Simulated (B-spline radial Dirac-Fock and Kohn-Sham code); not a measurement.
Z = 33 (arsenic), transition energy 107 keV. Model: a Dirac-Hartree-Slater potential of the neutral atom with a Latter tail (no hole, which puts coefficients of high multipoles low close above an edge), finite nucleus with surface currents. Program: an atomic code on a B-spline grid. Subshells that would emit electrons below 1 keV are left out.

Question: A pure transition shows α(K) = 0.0542, L1/L2 = 23.9 and L1/L3 = 14.4. What is its multipolarity?
A. M3
B. E2
C. M4
D. M1
E. M2
F. E1
G. E3
H. E4

Answer: F. For comparison, α(K), L1/L2, L1/L3 are E2 0.533, 5.33, 3.84; E3 4.33, 1.48, 1.17; E4 33.7, 0.558, 0.460; M1 0.0669, 23.5, 59.2; M2 0.646, 12.3, 14.2; M3 5.73, 7.67, 4.14; M4 50.6, 5.35, 1.91.

Values without a named source are computed, but for edge energies of neutral atoms, which are taken from tables.
